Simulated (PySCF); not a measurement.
Bond length, frequency and bond energy of SnPb by level of theory

State: ³Σ⁻ (triplet), unpaired electrons π ↑↑. Set-up: PySCF, scalar-relativistic core potentials, basis sets Sn aug-cc-pVDZ-PP with ECP28, Pb aug-cc-pVDZ-PP with ECP60. De refers to Sn + Pb in their high-spin ground configurations, without counterpoise correction. The functionals are run spin-unrestricted. A positive dipole means Sn(−)Pb(+).

| Level | Re (Å) | ωe (cm⁻¹) | De (eV) | μ (D) |
| --- | --- | --- | --- | --- |
| UHF | 2.796 | 184 | 0.70 | 0.84 |
| UHF-MP2 | 2.844 | 164 | 1.91 | n/a |
| UHF-SCS-MP2 | 2.838 | 167 | 1.69 | n/a |
| LDA | 2.821 | 165 | 3.11 | 0.47 |
| PBE | 2.873 | 156 | 2.52 | 0.61 |
| r²SCAN | 2.838 | 164 | 2.31 | 0.67 |
| M06-L | 2.890 | 154 | 2.78 | 0.64 |
| PBE0 | 2.825 | 169 | 2.27 | 0.67 |
| M06 | 2.883 | 158 | 2.89 | 0.54 |
| HSE06 | 2.836 | 166 | 2.36 | 0.64 |

The bond length runs from 2.796 Å (UHF) to 2.890 Å (M06-L). De spans 0.70 eV (UHF, mean field) to 3.11 eV (LDA, local density).

Correlated steps freeze 8 core orbitals. Correlated levels converge slowly with the basis: in double zeta they bind strong bonds too weakly, by up to about 1 eV, and carry superposition errors of some tenths. These are scalar-relativistic numbers at best; spin–orbit coupling would shift them, the dissociation energy most. The state was picked by a PBE0 search and need not be the measured ground state.
